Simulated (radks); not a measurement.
Question: Species: the sulfur ion S+. Configuration: [Ne] 3s2 3p2.75 4s0.25 (fractional occupations, a model configuration). All-electron calculation, scalar-relativistic Kohn-Sham, XLYP, spin-polarised, spherical densities, finite nucleus; open shells are filled with parallel spins first; Fermi nuclear charge, rms radius 3.2611 fm. Program: a radial shooting solver on a logarithmic mesh with Libxc functionals. Some entries of the table are withheld. Estimate them.

orbital  occ.  eigenvalue (hartree)  r(max) (bohr)
1s up       1             -88.99676        0.06328
1s down     1             -88.98055        0.06328
2s up       1              -8.26537         0.3879
2s down     1              -8.25038         0.3882
2p up       3                   (1)         0.3250
2p down     3                   (2)         0.3254
3s up       1              -1.09522            (3)
3s down     1              -0.99040            (4)
3p up    2.75              -0.68972          1.525
3p down     0              -0.59432          1.539
4s up    0.25                   (5)          4.119
3d up       0              -0.19294          2.214
4p up       0              -0.15480          5.120

Answer: 
(1) 2p up eigenvalue (hartree): -6.24723
(2) 2p down eigenvalue (hartree): -6.22623
(3) 3s up r(max) (bohr): 1.382
(4) 3s down r(max) (bohr): 1.377
(5) 4s up eigenvalue (hartree): -0.22685
